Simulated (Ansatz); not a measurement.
`[NH2][W](=[O])(=[S])[Cl]` + H–F → `[NH2][W](=[O])([F])=[S]` + HCl at 500 K and 1 bar (ligand exchange at a W–Cl bond).

Gas-phase electronic energies from Ansatz, PBE0-D4/def2-TZVP geometries. CCSD(T)/CBS is the MP2 limit (def2-TZVPP, def2-QZVPP) plus CCSD(T) − MP2 in def2-TZVPP, frozen cores. This one scheme is used for every species. Elements past krypton have def2 core potentials. For W outer-core shells are correlated without core-valence functions, which leaves a few kJ/mol of doubt a bond. One conformer a species, not always the lowest.

| species | CCSD(T)/CBS energy (Eh) | H − E (kJ/mol) | S (J/(mol·K)) |
| --- | --- | --- | --- |
| `[NH2][W](=[O])(=[S])[Cl]` | -1055.77782 | 127.8 | 417.5 |
| H–F | -100.39570 | 39.4 | 188.7 |
| `[NH2][W](=[O])([F])=[S]` | -695.78708 | 128.8 | 404.6 |
| HCl | -460.38127 | 32.5 | 201.9 |

H − E and S are ideal-gas, rigid-rotor, harmonic terms from PBE0-D4/def2-TZVP, for one conformer and one mirror image of each species. 1 Eh = 2625.50 kJ/mol, R = 8.31446 J/(mol·K).

Question: By hand: ΔE, ΔH, ΔS and ΔG.

Answer: ΔE = (-695.78708) + (-460.38127) − (-1055.77782) − (-100.39570) = 0.00517 Eh = 13.6 kJ/mol. Δ(H − E) = 128.8 + 32.5 − 127.8 − 39.4 = -5.9, so ΔH = 7.7 kJ/mol. ΔS = 404.6 + 201.9 − 417.5 − 188.7 = 0.3 J/(mol·K). ΔG = 7.7 − 500 × (0.3)/1000 = 7.5 kJ/mol.

Question: By hand: the equilibrium constant, and the temperature at which ΔG would vanish if ΔH and ΔS stayed fixed.

Answer: log₁₀ K = −ΔG/(RT ln 10) = -0.8. ΔG = 0 at ΔH/ΔS = 25667 K, far beyond where these terms or the molecules hold.

The number of gas molecules stays the same, so ΔS is small and ΔH decides. A doubt of 5 kJ/mol in ΔE shifts log₁₀ K by 0.5 here. Other conformers and mirror images would add mixing entropy, several J/(mol·K) or more a flexible species. These are equilibria of isolated gas molecules and say nothing of rates. Largest T1 diagnostic: 0.022 (customary marks: 0.02 for closed shells, 0.045 for open ones).
